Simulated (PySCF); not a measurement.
# [BiCl3]2+ at several levels of theory

Computed with PySCF 2.14.0 (density fitting, no spin-orbit coupling) at the geometry relaxed with BP86:

```xyz
4
[BiCl3]2+ (singlet)
Bi    0.0000    0.0000    0.0000
Cl    2.3961    0.0000    0.0000
Cl   -1.1980    2.0751    0.0000
Cl   -1.1980   -2.0750    0.0000
```

```tsv
level	basis	state	HOMO (eV)	gap (eV)	charge on Bi1 (e)	dipole about the centre of mass (D)	largest force component (eV/Å)
BP86	Bi def2-SVP with ECP60, Cl def2-SVP	singlet	-19.41	0.81	1.27	0.00	0.00
HF	the same	singlet	-24.16	9.62	1.56	0.00	0.89
M06-L	the same	singlet	-19.69	0.99	1.54	0.00	0.22
PBE	the same	singlet	-19.29	0.82	1.28	0.00	0.06
BP86	Bi def2-TZVP with ECP60, Cl def2-TZVP	singlet	-19.29	0.92	1.30	0.00	0.64
BP86	Bi x2c-SVPall, Cl x2c-SVPall	singlet	-19.42	0.80	1.30	0.00	0.19
```

Charges are Mulliken's, which hang on the basis. The relaxation used the grid (50, 194), these runs (75, 302) or, all-electron (x2c bases, spin-free X2C Hamiltonian), (99, 590).

Question: What does r2SCAN with Bi def2-SVP with ECP60, Cl def2-SVP give here?

Answer: state singlet, HOMO (eV) -19.74, gap (eV) 1.10, charge on Bi1 (e) 1.38, dipole about the centre of mass (D) 0.00, largest force component (eV/Å) 0.35. Time: 3.3 s on 2 threads of Arm Neoverse V1, with other jobs on the host, from an already converged density.

In the first row's basis the gap widens with exact exchange: 0.8 to 1.1 eV for BP86, PBE, M06-L, r2SCAN (none); 9.6 eV for Hartree–Fock (rising or full at long range).

The gap of the closed shell is small, and it wasn't tested for a lower spin-broken solution at this geometry.

Small gap, closed shell not tested for a spin-broken solution: M06-L, PBE, BP86 (small-core/TZVP), BP86 (x2c-SVP).
